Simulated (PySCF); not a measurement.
## Computed spin Hamiltonian

C5H4F4O (charge +1 and doublet state).
Cartesian coordinates in Å at the GFN2-xTB level; atoms count from 1:
```
atom  x, y, z in Å
C1     3.2482   -0.3017   -0.2065
C2     2.0886    0.2977    0.1646
O3     0.9297   -0.2769   -0.1809
C4    -0.2562    0.1999    0.1166
F5    -0.2716    1.3176    0.7995
C6    -1.3878   -0.4483   -0.2736
C7    -2.8029    0.0203    0.0204
F8    -3.4474    0.2018   -1.1296
F9    -3.4371   -0.9237    0.7115
F10   -2.8513    1.1479    0.7097
H11    3.2477   -1.2251   -0.7693
H12    4.1995    0.1357    0.0560
H13    2.0599    1.2259    0.7319
H14   -1.3200   -1.3717   -0.8371
```

The hyperfine couplings belong to this conformer and change with its torsions.

The species is `FC(/C=C(\F)O[CH][CH2+])(F)F` [radical] (charge +1).

Method used: UKS B3LYP, pcH-1 on C F H O, non-relativistic, mean-field spin-orbit, GIAO (PySCF 2.14.0). One conformer (not necessarily the lowest) at the GFN2-xTB geometry, without solvent, vibrations or thermal averaging. GFN2-xTB frequencies show an imaginary mode (22i cm⁻¹), so this geometry is no minimum at that level. Couplings are sensitive to structure, and on GFN2-xTB geometries they can be far from those on DFT ones, by a factor of two or more for some ions and for spin on atoms past the first row. The SCF solution wasn't tested for stability. ⟨S²⟩ is 0.773 where a pure state has 0.75.

```json
{"g1, g2, g3": "2.00235, 2.00346, 2.00451", "g_iso": "2.00344", "Form of g": "rhombic: the two nearest values differ by 49 % of g3 − g1", "⟨S²⟩": "0.7725 (exact 0.7500)", "α and β electrons": "39, 38", "Total energy": "-667.18576 Eh"}
```

Hyperfine couplings atom by atom, in 10⁻⁴ cm⁻¹; T1 to T3 are the principal values of the dipolar part; ρ(0) is the spin density at the nucleus (1 × 10⁻⁴ cm⁻¹ = 2.998 MHz):

```tsv
atom	isotope	a_iso	T1	T2	T3	Mulliken spin population	ρ(0) (bohr⁻³)
C1	13C	9.9	-10.7	-10.5	21.3	0.41	0.0265
C2	13C	-6.4	-1.0	0.3	0.7	0.00	-0.0170
O3	17O	-8.9	-25.6	12.5	13.1	0.20	0.0442
C4	13C	-11.6	-2.9	0.8	2.2	-0.06	-0.0309
F5	19F	-1.7	-5.3	-2.7	8.0	0.01	-0.0012
C6	13C	13.8	-13.8	-13.7	27.5	0.50	0.0369
C7	13C	-6.2	-0.2	0.0	0.3	-0.03	-0.0165
F8	19F	7.7	-11.9	-11.7	23.6	0.01	0.0055
F9	19F	7.7	-11.9	-11.7	23.6	0.01	0.0055
F10	19F	-1.1	-2.3	-1.1	3.5	0.00	-0.0008
H11	1H	-8.7	-4.4	-0.9	5.3	-0.02	-0.0058
H12	1H	-9.1	-5.1	-0.7	5.8	-0.02	-0.0061
H13	1H	-0.6	-1.2	-0.5	1.7	0.00	-0.0004
H14	1H	-11.0	-5.6	-1.0	6.7	-0.02	-0.0074
```

Largest spin populations (Mulliken): C6 (+0.50), C1 (+0.41) and O3 (+0.20). Three atoms exceed +0.15.

C2, the radical centre as drawn in `[CH2+][CH]O/C(F)=C/C(F)(F)F`, holds a spin population of 0.00 out of 1.

Axes: g2 points within 3° of the C1–H11 bond.

Under fast tumbling the dipolar parts average out, and these isotropic splittings remain: 1 × 1H (H14, I = 1/2, 2 lines) with 1.18 mT, 1 × 1H (H12, I = 1/2, 2 lines) with 0.97 mT, 1 × 1H (H11, I = 1/2, 2 lines) with 0.93 mT, 3 × 19F (F8/F9/F10, I = 1/2, 4 lines) with 0.51 mT, 1 × 19F (F5, I = 1/2, 2 lines) with 0.18 mT and 1 × 1H (H13, I = 1/2, 2 lines) with 0.06 mT.

Class means assume fast exchange of nuclei equivalent by connectivity; if that motion is slow, each nucleus keeps its own coupling. H11 and H12 aren't averaged: C1 is flat or nearly so (angle sum 360°), and its turn about the short C1–C2 bond (1.36 Å) is taken as slow. The three 19F nuclei of mean +14.2 MHz run from -3.4 to 23.0 MHz in the frozen geometry.

The 13C coupling of C6 (41.5 MHz) shows only in satellite lines or after enrichment, since that isotope makes up about 1.07 % of natural carbon.

The 17O coupling of O3 (-26.8 MHz) shows only in satellite lines or after enrichment, since that isotope makes up about 0.038 % of natural oxygen.

The spin density at the nucleus, in bohr⁻³, is negative for C4 (-0.0309), C2 (-0.0170) and C7 (-0.0165), for instance. A restricted open-shell determinant has no negative spin density anywhere; here it arises because α and β orbitals differ (spin polarisation).
